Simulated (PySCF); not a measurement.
## Calcium: a sound run and one with changed settings

Sound run: Ca [Ar] 4s2, Ca⁺ [Ar] 4s1. Calculation: PySCF 2.14, in x2c-TZVPall (6s5p3d, 36 functions); the spin-free X2C one-electron Hamiltonian (Gaussian nucleus). In the sound run the correlated levels freeze [Ar]. The sound run starts from symmetry-adapted Hartree-Fock orbitals and uses a fine grid where one is needed.

Changed run: no relativity, point nucleus. This setting is unsound on purpose.

```tsv
species	method	sound run (hartree)	changed run (hartree)	converged
Ca	UHF	-679.62020	-676.06919	yes
Ca	LDA	-678.57549	-675.02926	yes
Ca	MN15	-680.66259	-677.11759	yes
Ca	MP2	-679.63866	-676.08772	yes
Ca	CCSD(T)	-679.64840	-676.09757	yes
Ca⁺	UHF	-679.43136	-675.88122	yes
Ca⁺	LDA	-678.34619	-674.80106	yes
Ca⁺	MN15	-680.43136	-676.88748	yes
```

Ionisation energy of Ca:

```
 method  sound run (eV)  changed run (eV)
    UHF           5.139             5.115
    LDA           6.240             6.210
   MN15           6.292             6.262
    MP2           5.641             5.619
SCS-MP2           5.742             5.720
   CCSD           5.906             5.887
CCSD(T)           5.906             5.887
  CCSDT           5.906             5.887
    FCI           5.906             5.887
```

Most of the change in total energy is the relativistic energy itself. On top of that the contraction fixes the core shape for the Hamiltonian it was made with, so the changed run is not a good calculation with the other Hamiltonian either.

For comparison, NIST gives 6.113 eV between the lowest levels.
